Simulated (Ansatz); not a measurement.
Consider the formal exchange of groups at the Si–O bond: `BN[SiH2]O` + CH₃OH → `BN[SiH3]` + `OCO`.

Calculated with Ansatz (gas phase, PBE0-D4/def2-TZVP geometries, no zero-point term in ΔE). CBS: MP2 limit from def2 TZ/QZ plus the TZ coupled-cluster correction, frozen cores. This one scheme is used for every species. DFT in def2-TZVPP. B3LYP here is the variant with VWN-RPA as its local correlation; programs differ in this. One conformer a species, not always the lowest.

| level | ΔE (kJ/mol) | difference from CCSD(T)/CBS |
| --- | --- | --- |
| PBE-D4 | 135.5 | -15.8 |
| B3LYP-D4 | 146.0 | -5.3 |
| ωB97X-V | 142.0 | -9.3 |
| PBE | 134.7 | -16.6 |
| r2SCAN | 145.5 | -5.8 |
| SCS-MP2/def2-TZVPP | 151.2 | -0.1 |
| CCSD(T)/def2-TZVPP | 146.5 | -4.8 |
| HF/CBS(def2) | 151.1 | -0.2 |
| MP2/CBS(def2) | 158.9 | 7.6 |
| CCSD/CBS(def2) | 152.5 | 1.2 |
| CCSD(T)/CBS | 151.3 | 0 |

Largest T1 diagnostic among the species: 0.012.

From PBE to PBE0 (25 % exact exchange), in def2-TZVPP and without D4, ΔE moves by +4.9 kJ/mol.
